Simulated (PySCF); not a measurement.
**TDDFT excited states: C3H2F3OP**

Species: C3H2F3OP.
SMILES: `O=C=PCC(F)(F)F`

Computed with TDDFT CAM-B3LYP/def2-SVPD, vertical, gas phase, core orbitals frozen in the response in PySCF. The structure is a single GFN2-xTB conformer in the gas phase; no vibrational or solvent corrections. Torsions of this conformer, `[O:1]=[C:2]=[P:3][CH2:4][C:5]([F:6])([F:7])[F:8]`: C2–P3–C4–C5 -70°, P3–C4–C5–F6 -54°.

```csv
state,E (eV),E (hartree),f,|μ| (D),"main configurations (H = HOMO, L = LUMO)"
S1,2.81,0.1032,0.0008,0.27,H→L (99%)
S2,5.09,0.1871,0.020,1.03,"H→L+1 (57%), H-1→L (42%)"
S3,6.25,0.2296,0.025,1.03,"H→L+2 (46%), H→L+3 (45%)"
S4,6.48,0.2382,0.0082,0.58,"H→L+2 (40%), H→L+3 (22%), H→L+6 (19%)"
S5,6.86,0.2520,0.052,1.42,H-1→L+1 (82%)
S6,7.00,0.2571,0.410,3.93,"H-1→L (45%), H→L+1 (32%), H-1→L+1 (11%)"
S7,7.64,0.2806,0.017,0.77,"H→L+6 (59%), H→L+3 (15%)"
S8,7.74,0.2846,0.0038,0.36,"H→L+4 (72%), H→L+3 (10%)"
```

Triplets (Tamm–Dancoff): T1 2.46 eV, H→L (98%); T2 3.48 eV, H→L+1 (96%); T3 4.79 eV, H-1→L (96%).

The lowest singlet comes at 441 nm (271 kJ/mol) in the visible; it is very weak; its leading configuration is HOMO→LUMO (99%). The most intense listed level is S6 at 7.00 eV (177 nm, f = 0.410), 4.19 eV above S1. Löwdin shares by element: HOMO phosphorus 47%, carbon 32% or more, oxygen 16%; LUMO carbon 47% or more, oxygen 27%, phosphorus 21%. Of the 8 states listed, 5 reach f = 0.01 and none stays under 0.0005. Weighted by f, the mean energy of these states is 6.89 eV. The oscillator strengths of these states sum to 0.537; summed over the whole spectrum of an exact calculation they would give the number of electrons, 70 (Thomas–Reiche–Kuhn). S1 lies in the visible range (380 to 750 nm), at 441 nm, f = 0.0008; light of that wavelength is blue, and its complementary colour is yellow; a Tamm–Dancoff triplet lies at 503 nm, without intensity as long as spin–orbit coupling is left out. Singlets were solved by full linear response, triplets in the Tamm–Dancoff approximation.
